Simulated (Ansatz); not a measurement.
Basis-set extrapolation for CHBClF$_{3}$O (`FC(F)(F)OBCl`) (PBE0-D4/def2-TZVP geometry, frozen core, Ansatz 0.2.0). Multiplicity 1, RHF reference.

```tsv
	def2-TZVPP	def2-QZVPP
HF	-896.124569	-896.156210
MP2 correlation	-1.407354	-1.534987
CCSD(T) correlation	-1.481567	not run
```

Energies in hartree. Use E(X) = E(∞) + A·exp(−7.88·√X) for Hartree–Fock and E(X) = E(∞) + B·X^(−2.97) for correlation, with X = 3 and 4, and add CCSD(T) minus MP2 of the smaller set to the MP2 limit.

Task: What is the CCSD(T) energy at the basis-set limit?

Result: HF limit: -896.156210 + (-0.031641) × 0.13774 = -896.16057. MP2 limit: -1.534987 + (-0.127633) × 0.74074 = -1.62953. Higher-order term: -1.481567 − (-1.407354) = -0.07421. Total: -897.86431 hartree, 162.0 kcal/mol below CCSD(T)/def2-TZVPP.
